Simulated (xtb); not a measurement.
OPb, charge +1, doublet, at a GFN2-xTB geometry of the parent state (such geometries of metal compounds can be far from the true shape) (a state made from the parent by changing its charge; the spin is typed, not shown lowest); GFN2-xTB (xtb).

Here is a job for xtb.
```
$ xtb mol.xyz --gfn 2 --chrg 1 --uhf 1 --json

# file mol.xyz
2

Pb    -0.00000000    -0.00000000    -0.17063348
O      0.00000000     0.00000000     1.74899315
```

Problem. Predict the main parts of the log of this xtb run.

Solution. 
```
   ID    Z sym.   atoms
    1   82 Pb     1
    2    8 O      2

           -------------------------------------------------
          |                Calculation Setup                |
           -------------------------------------------------

           -------------------------------------------------
          |                 G F N 2 - x T B                 |
           -------------------------------------------------

          ...................................................
          :                      SETUP                      :
          :.................................................:
          :  # basis functions                   8          :
          :  # atomic orbitals                   8          :
          :  # shells                            4          :
          :  # electrons                         9          :
          :  max. iterations                   250          :
          :  Hamiltonian                  GFN2-xTB          :
          :  restarted?                      false          :
          :  GBSA solvation                  false          :
          :  PC potential                    false          :
          :  electronic temp.          300.0000000     K    :
          :  accuracy                    1.0000000          :
          :  -> integral cutoff          0.2500000E+02      :
          :  -> integral neglect         0.1000000E-07      :
          :  -> SCF convergence          0.1000000E-05 Eh   :
          :  -> wf. convergence          0.1000000E-03 e    :
          :  Broyden damping             0.4000000          :
          :  net charge                          1          :
          :  unpaired electrons                  1          :
          ...................................................

 iter      E             dE          RMSdq      gap      omega  full diag
   1     -5.7564264 -0.575643E+01  0.158E+01    5.81       0.0  T
   2     -5.7874700 -0.310436E-01  0.119E+01    4.03       1.0  T
   3     -5.7873825  0.874837E-04  0.456E+00    4.27       1.0  T
   4     -5.7877407 -0.358112E-03  0.497E-01    4.00       1.0  T
   5     -5.7878168 -0.761032E-04  0.372E-01    4.18       1.0  T
   6     -5.7879703 -0.153513E-03  0.487E-02    4.11       1.5  T
   7     -5.7879724 -0.216620E-05  0.281E-02    4.10       2.5  T
   8     -5.7879734 -0.100585E-05  0.291E-03    4.10      24.3  T
   9     -5.7879734 -0.969549E-08  0.991E-04    4.10      71.4  T
[...]
         :: total energy              -5.785366124820 Eh    ::
[...]
         1        2.0000           -1.1121818             -30.2640
         2        2.0000           -0.8742676             -23.7900
         3        2.0000           -0.7083734             -19.2758
         4        2.0000           -0.7083734             -19.2758
         5        1.0000           -0.6870781             -18.6963 (HOMO)
         6                         -0.5365213             -14.5995 (LUMO)
         7                         -0.5365213             -14.5995
         8                         -0.3558752              -9.6839
      -------------------------------------------------------------
                  HL-Gap            0.1505568 Eh            4.0969 eV
             Fermi-level           -0.6545981 Eh          -17.8125 eV

     #   Z          covCN         q      C6AA      α(0)
     1  82 Pb       0.824     1.281   501.486    49.586
     2   8 O        0.824    -0.281    19.463     5.914

 Mol. C6AA /au·bohr⁶  :        702.321091
 Mol. C8AA /au·bohr⁸  :      90037.873006
 Mol. α(0) /au        :         55.499919

Wiberg/Mayer (AO) data.
largest (>0.10) Wiberg bond orders for each atom

 ---------------------------------------------------------------------------
     #   Z sym  total        # sym  WBO       # sym  WBO       # sym  WBO
 ---------------------------------------------------------------------------
     1  82 Pb   1.330 --     2 O    1.330
     2   8 O    1.330 --     1 Pb   1.330
 ---------------------------------------------------------------------------

Topologies differ in total number of bonds
Writing topology from bond orders to xtbtopo.mol

molecular dipole:
                 x           y           z       tot (Debye)
 q only:        0.000       0.000      -1.343
   full:        0.000       0.000      -1.648       4.189
molecular quadrupole (traceless):
                xx          xy          yy          xz          yz          zz
 q only:        1.471       0.000       1.471       0.000       0.000      -2.941
  q+dip:        1.315       0.000       1.315      -0.000       0.000      -2.629
   full:        1.924       0.000       1.924      -0.000      -0.000      -3.848

           -------------------------------------------------
          | TOTAL ENERGY               -5.785366124820 Eh   |
          | GRADIENT NORM               0.020895483911 Eh/α |
          | HOMO-LUMO GAP               4.096858932190 eV   |
           -------------------------------------------------

normal termination of xtb
```
